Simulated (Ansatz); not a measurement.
CH5GeSe, SMILES `[CH3][GeH][SeH]` radical, charge 0, multiplicity 2.

**Question.** Give a relaxed structure at PBE0-D4/def2-TZVP (Ansatz 0.2.0). (Estimate.)

**Answer.** The calculation gave: 
Cartesian coordinates in Å:
```
C -0.380 0.503 -0.956
Ge -0.658 -0.340 0.800
Se 1.414 -0.877 1.799
H 0.187 -0.178 -1.592
H 0.172 1.436 -0.842
H -1.346 0.713 -1.416
H -1.349 -1.722 0.644
H 1.961 0.466 1.564
```
